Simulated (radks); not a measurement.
Task: The mean radii <r> (bohr) of the occupied orbitals of an atom or ion are listed with their occupations. Method: scalar-relativistic Kohn-Sham, BLYP, spin-unpolarised, spherical densities, finite nucleus; Fermi nuclear charge, rms radius of each element as measured or else 0.836 A^(1/3) + 0.57 fm; computed with a radial shooting solver on a logarithmic mesh with Libxc functionals.

orbital  occ.      <r>
1s          2  0.04030
2s          2   0.1774
2p          6   0.1547
3s          2   0.4817
3p          6   0.4795
3d          5   0.4510

Name the element and its charge.

Result: Z = 37, rubidium, charge +14: Rb14+ in [Ar] 3d5. The 1s radius gives Z: for a bare nucleus <r> = (2 gamma + 1)/(2Z) with gamma = sqrt(1 - (Z/c)^2), 0.03954 bohr for Z = 37, and screening makes it slightly larger (0.04030 here). The occupations add up to 23, and the charge is Z minus that.
